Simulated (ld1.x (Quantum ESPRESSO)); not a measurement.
**What one change does to a pseudopotential (Cs (Z = 55), TM semilocal)**

- Element: Cs
- Generator: ld1.x (Quantum ESPRESSO) 7.5
- Type: norm-conserving Troullier–Martins (semilocal form)
- Functional: PBEsol
- Relativity: scalar-relativistic
- Frozen core: [Kr] 4d10 5s2
- Valence charge: 7
- Reference configuration: 5p6 5d0 6s0 6p0 (charge +1)
- Partial waves: 6s (bound, empty): rc 3.60 bohr; 5d (bound, empty): rc 3.20 bohr; 4f channel at 0.5 Ry: rc 2.90 bohr; 5p (bound): rc 3.15 bohr
- Local potential: the p channel
- Core correction: a·sin(br)/r model core inside 2.00 bohr

Change: core [Kr] 4d10, valence charge 9; reference 5s2 5p6 5d0 6s1 6p0; waves now 5s (bound): rc 1.95 bohr; 5p (bound): rc 3.00 bohr; 5d (bound): rc 3.90 bohr; 4f channel at 0.5 Ry: rc 3.15 bohr; local potential the f channel; core correction none.

Cutoffs: the cutoffs (Ry, on a coarse ladder) from which the occupation-weighted sum of valence levels, in a spherical-Bessel basis at the reference potential, stays within 10 and 1 mRy of its value at 400 Ry; they do not see the model core or the augmentation charge, which bear on the density cutoff. Errors are all-electron minus pseudo energies relative to the spin-unpolarised reference configuration.

Problem. What does the change do?

Solution. The potential gets harder (8 Ry and 15 Ry → 35 Ry and 60 Ry); the bound ghost in f disappears; the number of tests that count goes from 5 to 4. The added semicore shells are compact, so their waves need more plane waves. In the semilocal form every listed channel keeps its own potential, so the choice of the local channel does not act on these tests. It acts once the file is put into the separable form. A semilocal file is local in each channel, so a ghost entry of none says nothing of the separable form that plane-wave codes build from it. Several settings change at once here, so the effects cannot be laid on one of them.

```tsv
quantity	base	changed
cutoff, loose	8 Ry	35 Ry
cutoff, tight	15 Ry	60 Ry
bound ghosts	f	none
tests counted (converged, no solver errors)	5 of 6	4 of 7
```

Base: Tests not counted: 5p6 5d0 6s0 6p1 (solver errors, printed error -1.2 eV). Changed file: Tests not counted: 5s2 5p6 5d0 6s0.5 6p0 (an occupied level unbound or not found, printed error +1.3 eV); 5s2 5p6 5d0.5 6s0.5 6p0 (pseudo-atom not self-consistent, printed error +493 meV); 5s2 5p6 5d1 6s0 6p0 (pseudo-atom not self-consistent, printed error +2.7 eV). These tests converged, but a pseudo level misses the all-electron one widely, so the file describes the atom poorly there or has found another state: 5s2 5p6 5d0 6s0 6p0: 5s by 5.2 eV; 5s2 5p5 5d0 6s1 6p0: 6s by 6.7 eV (a node warning on the way); 5s1 5p6 5d0 6s1 6p0: 6s by 7.2 eV. ld1.x printed “convergence not achieved” for 4 of the counted tests; their residual had stalled under 1e-8, short of the target of 1e-14. The 6s level has no wave, so the channel is fitted at the deeper level alone: the likely source of the large errors. A true bound ghost makes a file unfit for plane-wave use even where its test errors are small: the radial tests pick states by their node count and pass the ghost by. Where a test does run into it, the solver fails or the error is huge.
